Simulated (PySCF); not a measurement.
A small calculation by hand: dipole moment from atomic charges

Al(OH)(PH2)2 (AlH₅OP₂), SMILES [PH2][Al]([PH2])[OH]. Atoms are numbered in the order given.

```xyz
9

Al     0.3280    -0.1893    -0.1070
O      1.7730    -0.9099    -0.6610
H      2.4809    -1.3049    -0.1446
P     -0.1266     0.0543     2.1815
H      0.2723    -1.2858     2.4881
H     -1.5058    -0.2854     2.0138
P     -0.9807     0.7865    -1.7745
H     -2.2083     0.3701    -1.1688
H     -0.8789    -0.3666    -2.6143
```
Charge 0, spin multiplicity 1.

Geometry optimised at B3LYP-D3(BJ)/def2-SVP. The structure was generated by enumeration; whether it is a known compound was not checked. One conformer was computed; it need not be the lowest.

Charges (e) from M06-2X/def2-TZVP run with PySCF:

```json
[
 {"atom": "Al1", "ESP fit": "0.703", "IAO": "0.875"},
 {"atom": "O2", "ESP fit": "-0.755", "IAO": "-0.837"},
 {"atom": "H3", "ESP fit": "0.416", "IAO": "0.366"},
 {"atom": "P4", "ESP fit": "-0.293", "IAO": "-0.206"},
 {"atom": "H5", "ESP fit": "0.042", "IAO": "-0.004"},
 {"atom": "H6", "ESP fit": "0.051", "IAO": "-0.001"},
 {"atom": "P7", "ESP fit": "-0.267", "IAO": "-0.190"},
 {"atom": "H8", "ESP fit": "0.032", "IAO": "-0.006"},
 {"atom": "H9", "ESP fit": "0.071", "IAO": "0.004"}
]
```

The dipole moment of the full density is 1.72 D.

Question: What dipole moment does each set of point charges give, and which comes closer to that of the density?

Answer: 
μ = Σ q r, and 1 e Å = 4.8032 D.
ESP fit: Σ q r = (0.025, -0.298, 0.182) e Å, |μ| = 1.68 D.
IAO: Σ q r = (-0.066, -0.041, 0.279) e Å, |μ| = 1.39 D.
ESP fit comes closer in size. Point charges leave out the atoms' own dipoles (lone pairs, polarised bonds); fits to the potential absorb them, partitions of the density don't.
